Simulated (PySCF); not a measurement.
A GIAO shielding run with PySCF 2.14.0 with density-fitted response routines (density fitting, non-relativistic, gas phase) on SMILES c1(/C=C/C#N)cnsn1, C5H3N3S:

```
$ OMP_NUM_THREADS=1 python probes_run.py task.json out

{"job": {"kind": "nmr", "xc": "PBE0", "basis": "pcSseg-1"}, "charge": 0, "multiplicity": 1}
N     -3.970468    -0.552114    -0.631971
C     -2.871692    -0.637930    -0.311670
C     -1.529612    -0.748936     0.082354
C     -0.622785     0.206941    -0.172675
C      0.755894     0.105981     0.225636
C      1.763499     1.079759    -0.013649
N      2.935071     0.735494     0.455895
S      2.811191    -0.723679     1.161062
N      1.242413    -0.943481     0.878112
H     -1.248856    -1.651379     0.608760
H     -0.902205     1.109045    -0.700339
H      1.638749     2.019613    -0.519282
```

Hardware: 1 thread of an Arm Neoverse N1, shared host. The job also computes population analyses, field gradients, ring-centre shieldings.

Q: How large is the calculation?

A: 70 electrons, 175 basis functions and 914 auxiliary functions.

Q: How long does it take, and how much memory does it need?

A: 42 s of wall time, with 16 SCF cycles and 5 response iterations; peak memory 0.77 GiB. Times on a shared host scatter by some tens of per cent.
